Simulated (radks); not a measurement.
Results of a calculation; reference values are marked as such.
Q: Orbital eigenvalues (eV) of the manganese ion Mn+, [Ar] 3d5 4s1, of relativity; Dirac values are averaged over j with weights 2j + 1. Spin-unpolarised spherical Kohn-Sham, PBE, point nucleus unless stated (finite: rms radius 3.7057 fm), a radial shooting solver on a logarithmic mesh with Libxc functionals. A level marked "c x" has the speed of light scaled by that factor and shares open shells by 2j + 1; other Dirac levels either fill j = l - 1/2 first or share by 2j + 1.

shell       non-rel.
1s           -6382.1
2s           -740.84
2p           -636.18
3s           -92.367
3p           -62.479
3d           -15.105
4s           -11.733
4p (empty)   -7.1813

Give the values at the level "Dirac, low j first".

A: 
shell       Dirac, low j first  change of magnitude (%)
1s                     -6436.4                    +0.85
2s                     -751.76                    +1.47
2p                     -638.05                    +0.29
3s                     -94.040                    +1.81
3p                     -62.779                    +0.48
3d                     -14.874                    -1.53
4s                     -11.871                    +1.18
4p (empty)             -7.1898                    +0.12
